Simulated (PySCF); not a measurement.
Correlation energy of Tc²⁺ (technetium, charge +2)

[Kr] 4d4 5p1, one real determinant (an excited configuration). All numbers are calculated (PySCF 2.14, the spin-free X2C one-electron Hamiltonian (Gaussian nucleus), in ANO-RCC-VTZP). Frozen: [Ar] 3d10; 13 electrons correlated.

```csv
level,correlation energy (mhartree)
CCSD,-349.29
(T),-7.84
CCSD(T),-357.13
```

Diagnostics: T1 = 0.0071, D1 = 0.0332, largest double amplitude 0.030.

The real determinant used has ⟨L²⟩ near 8 against 12 for a pure F term, so it mixes terms.

Cost of the coupled-cluster step: of the order of 26 core-seconds, for 13 correlated electrons.

The reference is one real determinant that mixes LS terms of this configuration.
